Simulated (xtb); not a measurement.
C₂H₆AlCl, singlet, from a rough starting geometry (GFN-xTB shapes and energies of metal compounds can be far from the true ones); GFN2-xTB (xtb).

Input for xtb:
```
$ xtb mol.xyz --gfn 2 --opt vtight --json

# file mol.xyz
10

Al    -0.36978638     0.40325828    -0.31446264
C      1.52231714    -0.02142573    -0.93309487
H      1.75147706    -1.05962634    -0.71518496
H      2.24312121     0.62498084    -0.46251046
H      1.63313047     0.05823942    -2.04189554
C     -1.15519380    -0.27659965     1.22730703
H     -1.75525052    -1.21128459     1.12590115
H     -1.91454632     0.38933826     1.76260914
H     -0.48565539    -0.54713742     2.08704363
Cl    -1.49898398     1.65822578    -1.54912369
```

Output, abridged:

```
   ID    Z sym.   atoms
    1   13 Al     1
    2    6 C      2, 6
    3    1 H      3-5, 7-9
    4   17 Cl     10

           -------------------------------------------------
          |                Calculation Setup                |
           -------------------------------------------------

           -------------------------------------------------
          |                 G F N 2 - x T B                 |
           -------------------------------------------------

          ...................................................
          :                      SETUP                      :
          :.................................................:
          :  # basis functions                  34          :
          :  # atomic orbitals                  32          :
          :  # shells                           16          :
          :  # electrons                        24          :
          :  max. iterations                   250          :
          :  Hamiltonian                  GFN2-xTB          :
          :  restarted?                      false          :
          :  GBSA solvation                  false          :
          :  PC potential                    false          :
          :  electronic temp.          300.0000000     K    :
          :  accuracy                    1.0000000          :
          :  -> integral cutoff          0.2500000E+02      :
          :  -> integral neglect         0.1000000E-07      :
          :  -> SCF convergence          0.1000000E-05 Eh   :
          :  -> wf. convergence          0.1000000E-03 e    :
          :  Broyden damping             0.4000000          :
          :  net charge                          0          :
          :  unpaired electrons                  0          :
          ...................................................

 iter      E             dE          RMSdq      gap      omega  full diag
   1    -13.0806151 -0.130806E+02  0.136E+01    4.67       0.0  T
   2    -13.1099866 -0.293715E-01  0.808E+00    4.47       1.0  T
   3    -13.1081013  0.188531E-02  0.260E+00    4.27       1.0  T
   4    -13.1175964 -0.949510E-02  0.758E-01    4.40       1.0  T
   5    -13.1180325 -0.436148E-03  0.397E-01    4.44       1.0  T
   6    -13.1181281 -0.955576E-04  0.377E-01    4.42       1.0  T
   7    -13.1181781 -0.500743E-04  0.974E-02    4.44       1.0  T
   8    -13.1181817 -0.354926E-05  0.366E-02    4.45       1.0  T
   9    -13.1181785  0.323126E-05  0.263E-02    4.44       1.2  T
  10    -13.1181811 -0.260635E-05  0.186E-02    4.45       1.7  T
  11    -13.1181838 -0.275400E-05  0.771E-03    4.45       4.1  T
  12    -13.1181844 -0.545414E-06  0.187E-03    4.45      16.9  T
  13    -13.1181844 -0.336160E-08  0.733E-04    4.45      43.1  T
  14    -13.1181844 -0.365601E-08  0.253E-04    4.45     125.1  T

   *** convergence criteria satisfied after 14 iterations ***

         :::::::::::::::::::::::::::::::::::::::::::::::::::::
         ::                     SUMMARY                     ::
         :::::::::::::::::::::::::::::::::::::::::::::::::::::
         :: total energy             -12.992606808248 Eh    ::
         :: gradient norm              0.110348284147 Eh/a0 ::
         :: HOMO-LUMO gap              4.448337153061 eV    ::
         ::.................................................::
         :: SCC energy               -13.118172801650 Eh    ::
         :: -> isotropic ES            0.034738403873 Eh    ::
         :: -> anisotropic ES          0.002422117345 Eh    ::
         :: -> anisotropic XC         -0.000877012558 Eh    ::
         :: -> dispersion             -0.004504839468 Eh    ::
         :: repulsion energy           0.125565993403 Eh    ::
         :: add. restraining           0.000000000000 Eh    ::
         :: total charge               0.000000000000 e     ::
         :::::::::::::::::::::::::::::::::::::::::::::::::::::

      -----------------------------------------------------------
     |                   =====================                   |
     |                        A N C O P T                        |
     |                   =====================                   |
     |               Approximate Normal Coordinate               |
     |                Rational Function Optimizer                |
      -----------------------------------------------------------
      -----------------------------------------------------------
     |                   =====================                   |
     |                        A N C O P T                        |
     |                   =====================                   |
     |               Approximate Normal Coordinate               |
     |                Rational Function Optimizer                |
      -----------------------------------------------------------

          ...................................................
          :                      SETUP                      :
          :.................................................:
          :   optimization level         verytight          :
          :   max. optcycles                   200          :
          :   ANC micro-cycles                  20          :
          :   degrees of freedom                24          :
          :.................................................:
          :   RF solver                   davidson          :
          :   write xtbopt.log                true          :
          :   linear?                        false          :
          :   energy convergence         0.1000000E-06 Eh   :
          :   grad. convergence          0.2000000E-03 Eh/α :
          :   maxmium RF displ.          1.0000000          :
          :   Hlow (freq-cutoff)         0.1000000E-01      :
          :   Hmax (freq-cutoff)         5.0000000          :
          :   S6 in model hess.         20.0000000          :
          ...................................................

[...]
 * total energy  :   -13.0036981 Eh     change       -0.1614136E-05 Eh
 * total energy  :   -13.0037001 Eh     change       -0.2001169E-05 Eh
 * total energy  :   -13.0037026 Eh     change       -0.2467975E-05 Eh
 * total energy  :   -13.0037031 Eh     change       -0.5075277E-06 Eh
 * total energy  :   -13.0037053 Eh     change       -0.2183977E-05 Eh
 * total energy  :   -13.0037063 Eh     change       -0.1008156E-05 Eh
 * total energy  :   -13.0037051 Eh     change        0.1175412E-05 Eh
 * total energy  :   -13.0037069 Eh     change       -0.1854303E-05 Eh
 * total energy  :   -13.0037073 Eh     change       -0.3469003E-06 Eh
 * total energy  :   -13.0037049 Eh     change        0.2435759E-05 Eh
 * total energy  :   -13.0037080 Eh     change       -0.3156064E-05 Eh
 * total energy  :   -13.0037084 Eh     change       -0.3777970E-06 Eh
 * total energy  :   -13.0037084 Eh     change       -0.4071455E-07 Eh
   *** GEOMETRY OPTIMIZATION CONVERGED AFTER 44 ITERATIONS ***
[...]

         :::::::::::::::::::::::::::::::::::::::::::::::::::::
         ::                     SUMMARY                     ::
         :::::::::::::::::::::::::::::::::::::::::::::::::::::
         :: total energy             -13.003708434331 Eh    ::
         :: gradient norm              0.000075169214 Eh/a0 ::
         :: HOMO-LUMO gap              4.343428751250 eV    ::
         ::.................................................::
         :: SCC energy               -13.132463889415 Eh    ::
         :: -> isotropic ES            0.033433862185 Eh    ::
         :: -> anisotropic ES          0.002156943401 Eh    ::
         :: -> anisotropic XC         -0.000759865761 Eh    ::
         :: -> dispersion             -0.004514699763 Eh    ::
         :: repulsion energy           0.128755455083 Eh    ::
         :: add. restraining           0.000000000000 Eh    ::
         :: total charge              -0.000000000000 e     ::
         :::::::::::::::::::::::::::::::::::::::::::::::::::::

           -------------------------------------------------
          |                Property Printout                |
           -------------------------------------------------

    * Orbital Energies and Occupations

         #    Occupation            Energy/Eh            Energy/eV
      -------------------------------------------------------------
         1        2.0000           -1.0343906             -28.1472
         2        2.0000           -0.5764552             -15.6861
         3        2.0000           -0.5680121             -15.4564
         4        2.0000           -0.4819154             -13.1136
         5        2.0000           -0.4632604             -12.6060
         6        2.0000           -0.4630974             -12.6015
         7        2.0000           -0.4602322             -12.5236
         8        2.0000           -0.4575085             -12.4494
         9        2.0000           -0.4304546             -11.7133
        10        2.0000           -0.4286207             -11.6634
        11        2.0000           -0.4068154             -11.0700
        12        2.0000           -0.3768681             -10.2551 (HOMO)
        13                         -0.2172500              -5.9117 (LUMO)
        14                         -0.1616584              -4.3989
        15                         -0.0653166              -1.7774
        16                         -0.0495188              -1.3475
        17                         -0.0289271              -0.7871
        18                         -0.0105833              -0.2880
        19                          0.0377899               1.0283
        20                          0.0423448               1.1523
        21                          0.0472860               1.2867
        22                          0.0644579               1.7540
        23                          0.0696524               1.8953
       ...                                ...                  ...
        32                          1.1539452              31.4004
      -------------------------------------------------------------
                  HL-Gap            0.1596181 Eh            4.3434 eV
             Fermi-level           -0.2970591 Eh           -8.0834 eV

     #   Z          covCN         q      C6AA      α(0)
     1  13 Al       2.442     0.291    99.390    20.638
     2   6 C        3.608    -0.212    25.342     7.272
     3   1 H        0.924     0.051     2.306     2.375
     4   1 H        0.924     0.059     2.213     2.326
     5   1 H        0.924     0.060     2.199     2.319
     6   6 C        3.608    -0.212    25.342     7.272
     7   1 H        0.924     0.058     2.217     2.329
     8   1 H        0.924     0.060     2.194     2.317
     9   1 H        0.924     0.051     2.306     2.375
    10  17 Cl       0.769    -0.206   105.468    15.710

 Mol. C6AA /au·bohr⁶  :       1509.333785
 Mol. C8AA /au·bohr⁸  :      60433.921500
 Mol. α(0) /au        :         64.931723

Wiberg/Mayer (AO) data.
largest (>0.10) Wiberg bond orders for each atom

 ---------------------------------------------------------------------------
     #   Z sym  total        # sym  WBO       # sym  WBO       # sym  WBO
 ---------------------------------------------------------------------------
     1  13 Al   3.726 --    10 Cl   1.285     2 C    1.026     6 C    1.026
     2   6 C    3.933 --     1 Al   1.026     3 H    0.938     4 H    0.921
                             5 H    0.921
     3   1 H    0.997 --     2 C    0.938
     4   1 H    0.997 --     2 C    0.921
     5   1 H    0.996 --     2 C    0.921
     6   6 C    3.933 --     1 Al   1.026     9 H    0.938     7 H    0.922
                             8 H    0.921
     7   1 H    0.997 --     6 C    0.922
     8   1 H    0.996 --     6 C    0.921
     9   1 H    0.997 --     6 C    0.938
    10  17 Cl   1.392 --     1 Al   1.285
 ---------------------------------------------------------------------------

Topologies differ in total number of bonds
Writing topology from bond orders to xtbtopo.mol

molecular dipole:
                 x           y           z       tot (Debye)
 q only:        0.392      -0.455       0.415
   full:        0.407      -0.472       0.430       1.924
molecular quadrupole (traceless):
                xx          xy          yy          xz          yz          zz
 q only:        0.464       2.500      -0.626      -2.524       2.555       0.161
  q+dip:        1.502       2.015      -1.902      -3.904       1.449       0.400
   full:       -0.070       3.228       0.055      -2.092       3.627       0.015

optimized geometry written to: xtbopt.xyz

           -------------------------------------------------
          | TOTAL ENERGY              -13.003708434331 Eh   |
          | GRADIENT NORM               0.000075169214 Eh/α |
          | HOMO-LUMO GAP               4.343428751250 eV   |
           -------------------------------------------------
```
